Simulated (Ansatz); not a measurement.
SnEt3(OSiMe3) (C₉H₂₄OSiSn). Charge 0, multiplicity 3. Geometry PBE-D4/def2-SVP, that of the neutral singlet; atoms count from 1.

```csv
atom,x (Å),y (Å),z (Å)
Sn1,0.4986,-0.4592,-0.6135
C2,2.4272,0.1119,-1.4538
C3,2.5458,1.6327,-1.5802
H4,2.5480,-0.3977,-2.4341
H5,3.2034,-0.3042,-0.7773
H6,3.5495,1.9402,-1.9479
H7,1.7984,2.0470,-2.2903
H8,2.3768,2.1312,-0.6030
C9,0.4131,-2.5205,0.1169
C10,0.9359,-3.5403,-0.8993
H11,-0.6443,-2.7203,0.3888
H12,0.9962,-2.5438,1.0606
H13,0.8904,-4.5781,-0.5040
H14,0.3484,-3.5313,-1.8418
H15,1.9938,-3.3467,-1.1751
C16,-1.1506,0.0791,-1.9500
C17,-0.9349,-0.3975,-3.3889
H18,-1.2501,1.1827,-1.8933
H19,-2.0777,-0.3473,-1.5136
H20,-1.7750,-0.1012,-4.0538
H21,-0.0092,0.0262,-3.8322
H22,-0.8489,-1.5028,-3.4558
O23,0.4069,0.7660,0.9987
Si24,-0.7830,1.1091,2.1257
C25,-2.3588,1.7351,1.2773
C26,-0.0963,2.4515,3.2616
C27,-1.2054,-0.4370,3.1376
H28,-3.1266,2.0314,2.0228
H29,-2.8094,0.9575,0.6257
H30,-2.1414,2.6205,0.6445
H31,0.1576,3.3622,2.6808
H32,-0.8283,2.7367,4.0457
H33,0.8292,2.1039,3.7647
H34,-1.6250,-1.2404,2.4959
H35,-0.2993,-0.8420,3.6342
H36,-1.9546,-0.2145,3.9265
```

In the def2 sets Sn takes a core potential; there is no spin–orbit coupling. At PBE0-D4/def2-SVP a singlet of charge 0 lies 5.77 eV below the triplet at the same geometry.

Q: Estimate the Mulliken populations of the heavy atoms from the PBE0/def2-SVP orbitals of Ansatz.

A: 
| atom | charge (e) | spin (α − β) |
| --- | --- | --- |
| Sn1 | 0.51 | 0.55 |
| C2 | -0.32 | 0.07 |
| C3 | -0.10 | 0.00 |
| C9 | -0.21 | 0.43 |
| C10 | -0.12 | -0.01 |
| C16 | -0.21 | 0.46 |
| C17 | -0.12 | -0.01 |
| O23 | -0.58 | 0.22 |
| Si24 | 0.69 | 0.02 |
| C25 | -0.35 | 0.01 |
| C26 | -0.33 | 0.00 |
| C27 | -0.34 | 0.01 |
Mulliken values and Mayer orders depend strongly on the basis.

Q: Where does the spin sit?

A: Summed by element: Sn 0.55, C 0.95, H 0.26, O 0.22, Si 0.02, of 2 unpaired in all. Largest on single atoms: Sn1 0.55, C16 0.46, C9 0.43.

Q: And the Mayer bond orders between bonded heavy atoms (over 0.3)?

A: Sn1–C2 0.84 (2.18 Å); Sn1–C9 0.41 (2.19 Å); Sn1–C16 0.38 (2.19 Å); Sn1–O23 0.81 (2.03 Å); C2–C3 1.08 (1.53 Å); C9–C10 1.08 (1.53 Å); C16–C17 1.09 (1.53 Å); O23–Si24 1.08 (1.67 Å); Si24–C25 0.98 (1.90 Å); Si24–C26 0.98 (1.89 Å); Si24–C27 0.98 (1.90 Å).
